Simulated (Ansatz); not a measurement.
Program: Ansatz. Geometries: PBE0-D4/def2-TZVP. ΔE: electronic, gas phase. CBS: MP2 limit from def2 TZ/QZ plus the TZ coupled-cluster correction, frozen cores. This one scheme is used for every species, atoms too. Functionals use def2-TZVPP. Open shells (•) are unrestricted, without spin–orbit coupling. Spin–orbit coupling would lower the free atoms: a little for B, O, S, Si. One conformer a species, not always the lowest.

Consider the atomization: `BO[SiH2]S[SiH3]` → B• + 7 H• + O• + S• + 2 Si•.

```
          level  ΔE (kJ/mol)
            PBE       4039.9
CCSD/def2-TZVPP       3924.5
  HF/def2-QZVPP       3114.8
 CCSD/CBS(def2)       4036.6
```

(1) What does CCSD(T)/CBS give? (Best estimate.)

Largest T1 diagnostic among the species: 0.014.

Results:

(1) The calculation gave: +4084.7 kJ/mol. The listed levels differ from it by -44.8, -160.2, -969.9, -48.1 kJ/mol.

In def2-TZVPP, CCSD(T) changes the Hartree–Fock value by +865.9 kJ/mol (the triples alone add +48.0 kJ/mol) and MP2 by +908.7 kJ/mol; breaking electron pairs costs correlation energy, which Hartree–Fock lacks. From PBE to PBE0 (25 % exact exchange), in def2-TZVPP and without D4, ΔE moves by −25.3 kJ/mol: exact exchange takes away binding that semilocal exchange gives to molecules.

For atomizations the MP2-based limit and the directly extrapolated one differ by several kJ/mol either way, and by 10 to 25 for some Ge, Se and Sn compounds, so smaller differences from it don't rank the levels.
